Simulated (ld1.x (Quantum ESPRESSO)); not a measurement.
# Reading a pseudo-wave (O (Z = 8))

Columns: radius, all-electron u(r) and pseudo u(r) of the 2s shell (level -24.37 eV) of oxygen in the configuration [He] 2s1 2p5; PBE, non-relativistic, TM scheme, ld1.x (Quantum ESPRESSO) 7.5.

| r (bohr) | all-electron | pseudo |
| --- | --- | --- |
| 0.047 | 0.3215 | -0.0453 |
| 0.095 | 0.4203 | -0.0926 |
| 0.142 | 0.3851 | -0.1411 |
| 0.190 | 0.2747 | -0.1939 |
| 0.237 | 0.1307 | -0.2499 |
| 0.285 | -0.0293 | -0.3122 |
| 0.332 | -0.1844 | -0.3788 |
| 0.380 | -0.3327 | -0.4524 |
| 0.427 | -0.4636 | -0.5286 |
| 0.475 | -0.5806 | -0.6085 |
| 0.522 | -0.6782 | -0.6855 |
| 0.570 | -0.7607 | -0.7590 |
| 0.617 | -0.8258 | -0.8221 |
| 0.665 | -0.8773 | -0.8747 |
| 0.712 | -0.9145 | -0.9135 |
| 0.760 | -0.9406 | -0.9404 |
| 0.807 | -0.9560 | -0.9560 |
| 0.855 | -0.9628 | -0.9628 |
| 0.902 | -0.9619 | -0.9619 |
| 0.950 | -0.9545 | -0.9545 |
| 0.997 | -0.9421 | -0.9421 |
| 1.045 | -0.9249 | -0.9249 |
| 1.092 | -0.9047 | -0.9047 |
| 1.140 | -0.8812 | -0.8812 |
| 1.187 | -0.8561 | -0.8561 |
| 1.235 | -0.8288 | -0.8288 |

**Question.** How many radial nodes do the two functions have?

**Answer.** The all-electron 2s function has n − l − 1 = 1; the pseudo-wave has 0, since the states of the same l below it are removed with the core.

**Question.** At about which radius was the pseudo-wave matched?

**Answer.** 0.85 bohr. The columns agree to 0.0005 from 0.76 bohr on; several derivatives are matched, so the curves merge somewhat inside the radius.

**Question.** Where does each function peak?

**Answer.** Outermost all-electron maximum near 0.85 bohr, pseudo maximum near 0.85 bohr (to the table’s step).

**Question.** Is the pseudo-wave norm-conserving?

**Answer.** Yes: the TM scheme keeps the norm inside the radius equal to the all-electron one, which fixes the energy derivative of the logarithmic derivative at the level.
